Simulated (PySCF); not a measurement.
Simulated Si 2p region for `[CH3][Ge@H]([CH2][SiH3])[O][GeH3]`, binding energy against the vacuum level.

Every computed line was given a Gaussian of 0.4 eV full width at half maximum and an area set by the number of equivalent atoms (split 2:1 within a doublet); the highest printed point is 100. Theory: delta-SCF UKS SCAN, pcX-2 on the ionised atom, pcseg-1 elsewhere, spin-free X2C in PySCF.

binding energy (eV), intensity and a bar:
```
    106.0          0 
    106.1          1 
    106.2          6 ##
    106.3         21 ######
    106.4         50 ###############
    106.5         84 #########################
    106.6        100 ##############################
    106.7         84 #########################
    106.8         52 ################
    106.9         29 #########
    107.0         27 ########
    107.1         40 ############
    107.2         50 ###############
    107.3         45 #############
    107.4         29 #########
    107.5         13 ####
    107.6          4 #
    107.7          1 
    107.8          0
```

Count the maxima, the lines and the sites behind this envelope.

The curve has 2 maxima (at 106.6 and 107.2 eV). Under it lie 2 lines from 1 inequivalent silicon site, drawn as a 2p3/2, 2p1/2 pair.

Decompose the envelope and assign each component. Numbering: `[CH3:1][Ge@H:2]([CH2:3][SiH3:4])[O:5][GeH3:6]`.

| position (eV) | relative area | line | atoms | environment |
| --- | --- | --- | --- | --- |
| 106.60 | 0.67 | Si 2p3/2 | Si4 | SiH3 silicon |
| 107.22 | 0.33 | Si 2p1/2 | Si4 | SiH3 silicon |

The curve has no shake-up lines and no vibrational structure. 2p3/2 and 2p1/2 are the ΔSCF energy of one spin-free 2p hole plus the eigenvalues of a spin–orbit and ligand-field matrix of the shell. 2p1/2 minus 2p3/2 (ligand field included): Si 0.62 eV. Geometry: PBE0-D3(BJ)/def2-SVP, one conformer, isolated molecule.

The values belong to the conformer `[CH3:1][Ge@H:2]([CH2:3][SiH3:4])[O:5][GeH3:6]`: C1–Ge2–C3–Si4 -35°, C1–Ge2–O5–Ge6 67°.
